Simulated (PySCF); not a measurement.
Isomers of C8H12ClF, one GFN2-xTB conformer each. Single-point energies are computed at PBE0/pcSseg-1 (PySCF, gas phase, no added dispersion term), electronic only.

Task: Rank them by PBE0/pcSseg-1 energy, lowest first (kcal/mol).
A. `F[C@@H]1C[C@@H]2CC[C@H]1[C@@H](Cl)C2`
B. `[F:1][C@@H:2]1[CH2:3][C@@H:4]2[CH2:5][CH2:6][CH2:7][C@@H:8]2[C@@H:9]1[Cl:10]` with F1–C2–C3–C4 -82°, C2–C3–C4–C5 95°, C3–C4–C5–C6 -139°, C4–C5–C6–C7 40°
C. `C[C@@H]1C[C@]2(Cl)C[C@H]1C[C@H]2F`
D. `[F:1][CH2:2][C@H:3]1[CH2:4][CH2:5][CH2:6]/[C:7](=[CH:8]\[Cl:9])[CH2:10]1` with F1–C2–C3–C4 -61°, C2–C3–C4–C5 180°, C3–C4–C5–C6 -58°, C4–C5–C6–C7 56°, C5–C6–C7–C8 123°
E. `[F:1][C@@H:2]1[CH2:3][CH2:4][CH2:5][C@@H:6](/[CH:7]=[CH:8]/[Cl:9])[CH2:10]1` with C5–C6–C7–C8 -122°, F1–C2–C3–C4 -67°, C2–C3–C4–C5 -56°, C3–C4–C5–C6 59°, C4–C5–C6–C7 179°

Result: A (0.0), B (3.4), C (4.2), E (16.4), D (16.8).

As drawn, the highest has a C=C bond outside aromatic rings, which the lowest lacks. Neighbours under 2.5 kcal/mol apart (F[C@@H]1C[C@@H]2CCC[C@@H]2[C@@H]1Cl and C[C@@H]1C[C@]2(Cl)C[C@H]1C[C@H]2F; F[C@@H]1CCC[C@@H](/C=C/Cl)C1 and FC[C@H]1CCC/C(=C\Cl)C1) can change places with a better method, another conformer or zero-point energy. GFN2-xTB itself gives, in the same order: 0.0, 4.4, 3.5, 24.6, 22.6. Both levels put the same isomer lowest; measured from each level's own lowest isomer, the values differ by up to 8.2 kcal/mol (F[C@@H]1CCC[C@@H](/C=C/Cl)C1: 24.6 against 16.4).

Task: Which frontier levels, dipoles and rotational constants go with these structures?

Result: 
```json
{"SMILES": "F[C@@H]1C[C@@H]2CC[C@H]1[C@@H](Cl)C2", "HOMO (eV, PBE0/pcSseg-1)": "-8.29", "LUMO (eV)": "0.58", "dipole (D)": "2.07", "A, B, C (MHz)": "1893, 900.3, 812.5"}
{"SMILES": "F[C@@H]1C[C@@H]2CCC[C@@H]2[C@@H]1Cl", "HOMO (eV, PBE0/pcSseg-1)": "-8.20", "LUMO (eV)": "0.82", "dipole (D)": "3.00", "A, B, C (MHz)": "1724, 1029, 823.9"}
{"SMILES": "C[C@@H]1C[C@]2(Cl)C[C@H]1C[C@H]2F", "HOMO (eV, PBE0/pcSseg-1)": "-8.11", "LUMO (eV)": "0.85", "dipole (D)": "3.54", "A, B, C (MHz)": "1742, 1027, 763.9"}
{"SMILES": "F[C@@H]1CCC[C@@H](/C=C/Cl)C1", "HOMO (eV, PBE0/pcSseg-1)": "-7.18", "LUMO (eV)": "0.04", "dipole (D)": "2.35", "A, B, C (MHz)": "2699, 457.2, 422.4"}
{"SMILES": "FC[C@H]1CCC/C(=C\\Cl)C1", "HOMO (eV, PBE0/pcSseg-1)": "-6.93", "LUMO (eV)": "0.16", "dipole (D)": "1.88", "A, B, C (MHz)": "2530, 535.4, 475.0"}
```
